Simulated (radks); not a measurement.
All-electron atom: F in [He] 2s2 2p5 (the NIST ground configuration). Method: scalar-relativistic Kohn-Sham, r2SCAN, spin-polarised, spherical densities, finite nucleus; open shells are filled with parallel spins first; meta-GGA in the generalised Kohn-Sham scheme; Fermi nuclear charge, rms radius 2.8976 fm; computed with a radial shooting solver on a logarithmic mesh with Libxc functionals.

Unscreened Slater integrals over Kohn-Sham orbitals (cm^-1). They are taken over the spin-up orbitals.

F0(2p,2p): 190840
F2(2p,2p): 84279
F0(2p,2s): 195290
G1(2p,2s): 117810
F0(2p,1s): 279390
G1(2p,1s): 29260
F0(2s,2s): 201190
F0(2s,1s): 287360
G0(2s,1s): 20851
F0(1s,1s): 1173500

Derived for the open shells (J is the average intra-shell exchange parameter used in DFT+U). 2p: J = F2/5 = 16860 cm^-1.
